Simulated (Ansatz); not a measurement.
Isolated molecules relaxed with PBE0-D4/def2-TZVP in Ansatz; ΔE leaves out vibrations. CCSD(T)/CBS adds triple-zeta CCSD(T) − MP2 to the extrapolated MP2 energy (def2 sets, frozen cores). This one scheme is used for every species. Functionals use def2-TZVPP. One conformer a species, not always the lowest.

Consider the formal hydrolysis of the Si–S bond: `CC[Si]SC` + H₂O → `CC[Si]O` + CH₃SH.

```csv
level,ΔE (kJ/mol)
BHLYP-D4,-29.6
ωB97M-V,-31.5
```

**Question.** What does CCSD(T)/CBS give? (Estimate.)

**Answer.** The calculation gave: -20.9 kJ/mol. The listed levels differ from it by -8.7, -10.6 kJ/mol.

**Question.** What do rigid-rotor, harmonic-oscillator terms from PBE0-D4/def2-TZVP frequencies (298.15 K, 1 bar) make of the CCSD(T)/CBS value? (An estimate is asked.)

**Answer.** Computed: ΔZPE = -3.3 kJ/mol, ΔH = -27.8 kJ/mol, ΔS = 13 J/(mol·K), ΔG = -31.7 kJ/mol.

Largest T1 diagnostic among the species: 0.014.

In def2-TZVPP, CCSD(T) changes the Hartree–Fock value by +23.5 kJ/mol (the triples alone add +6.1 kJ/mol) and MP2 by +28.9 kJ/mol. The D4 term adds +12.6 kJ/mol with B3LYP and +7.2 kJ/mol with PBE0; it sums over pairs of atoms, weighted by their polarisabilities, and B3LYP, whose exchange is more repulsive, gets the larger term.

B3LYP here is the variant with VWN-RPA as its local correlation; programs differ in this.
